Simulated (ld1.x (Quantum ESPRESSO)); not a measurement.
Results of a calculation; reference values are marked as such.
**Potentials for nitrogen (N) compared**

Generated with ld1.x 7.5 (TM, RRKJ, ultrasoft, PAW), atompaw 4.2 or ONCVPSP 4.0.1. The cutoff is in Ry: for ld1.x and atompaw files where the sum of valence levels is converged to 10 mRy in a Bessel basis, for ONCV files where the hardest occupied wave has 1 mHa per electron of residual kinetic energy. The error is the largest all-electron minus pseudo excitation energy over each file’s own four to seven test configurations (ionisations up to +4, promotions, holes and added fractions of an electron), all of which were solved. The labels leave out finer settings (local radius, basis sizes, second energies), which also bear on the numbers. Spin-polarised tests are not counted. The rows are a selection from randomly drawn settings: files with unsolved tests, undetermined cutoffs or missed reference levels are left out.

| potential | cutoff (Ry) | largest error (meV) | bound ghosts |
| --- | --- | --- | --- |
| TM, LDA (PZ), scalar-relativistic, rc 0.75/2.00/2.10 (spd), local s, core correction no, reference 2s2 2p3 | 100 | +1758 | none |
| PAW, LDA (PZ), non-relativistic, rc 0.75/2.35 (sp), local smoothed, core correction yes, reference 2s1.5 2p3.5 | 50 | -263 | none |
| TM, PBEsol, scalar-relativistic, rc 0.85/1.55 (sp), local smoothed, core correction no, reference 2s2 2p2 | 55 | +923 | none |
| TM, PBE, non-relativistic, rc 0.65/1.20 (sp), local p, core correction no, reference 2s2 2p3 | 160 | +790 | none |
| ultrasoft, BP86, scalar-relativistic, rc 1.10/1.20 (sp), local smoothed, core correction yes, reference 2s2 2p3 | 45 | -245 | none |
| TM, PBE, scalar-relativistic, rc 0.85/1.75/1.35 (spd), local s, core correction yes, reference 2s1 2p4 | 50 | +2116 | none |
| TM semilocal, PBEsol, non-relativistic, rc 0.65/2.40/1.90 (spd), local d, core correction no, reference 2s2 2p3 | 180 | +2945 | none |

Question: Fill in the row for N: TM, BLYP, non-relativistic, rc 0.85/1.65/1.55 (spd), local d, core correction no, reference 2s2 2p2.

Answer: cutoff 55 Ry, largest error +1296 meV, bound ghosts: none.

Question: Fill in the row for N: RRKJ, PBE, scalar-relativistic, rc 0.95/1.85/1.80 (spd), local s, core correction no, reference 2s1 2p4.

Answer: cutoff 45 Ry, largest error +599 meV, bound ghosts: none.
